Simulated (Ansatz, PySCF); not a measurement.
The pair A = CH3F (SMILES CF) (first 5 atoms), B = H4OSi (SMILES O[SiH3]); geometry from B3LYP-D3(BJ)/def2-TZVP.
(charge 0, multiplicity 1):
```xyz
11

C     -0.52594    -0.43798    -0.35759
F      0.62570     0.27791     0.00515
H     -1.39619     0.16936    -0.11413
H     -0.47573    -0.63352    -1.42743
H     -0.54006    -1.36947     0.20638
O      0.02735     0.87514     2.71247
Si     0.38360    -0.40437     3.68550
H      0.39178     0.86955     1.81839
H     -0.02690    -1.69112     3.06238
H     -0.37384    -0.20352     4.93766
H      1.83357    -0.49506     3.98915
```

Cores are frozen in the correlated methods. Rows in 6-31G* carry no dispersion term and start afresh at each structure (6-31G* with six Cartesian d functions). MP2/6-31G* freezes PySCF's default core.

The values were computed with Ansatz (a quantum-chemistry and plane-wave program) with Gaussian orbitals; PySCF for 6-31G* rows. Values without a source in brackets are computed.

Total energies (hartree), monomers frozen at their geometry in the pair:

```tsv
structure	B3LYP/6-31G*	MP2/6-31G*	MP2/aug-cc-pV(D+d)Z
AB	-506.8872643	-505.7374996	-505.9176684
A in the pair's basis	-139.7377311	-139.3399864	-139.4180113
B in the pair's basis	-367.1436144	-366.3915201	-366.4933967
A	-139.7334252	-139.3356699	-139.4169709
B	-367.1425508	-366.3900502	-366.4924347
```

Q: Work out the interaction energy without and with the counterpoise correction, and the superposition error, for each level.

A: 
E(AB) − E(A) − E(B), times 627.509 kcal/mol, with the monomers in their own basis and then in the pair's basis:
- B3LYP/6-31G*: -7.08 uncorrected, -3.71 corrected; the monomers gain 3.37 kcal/mol from borrowed functions
- MP2/6-31G*: -7.39 uncorrected, -3.76 corrected; the monomers gain 3.63 kcal/mol from borrowed functions
- MP2/aug-cc-pV(D+d)Z: -5.18 uncorrected, -3.93 corrected; the monomers gain 1.26 kcal/mol from borrowed functions
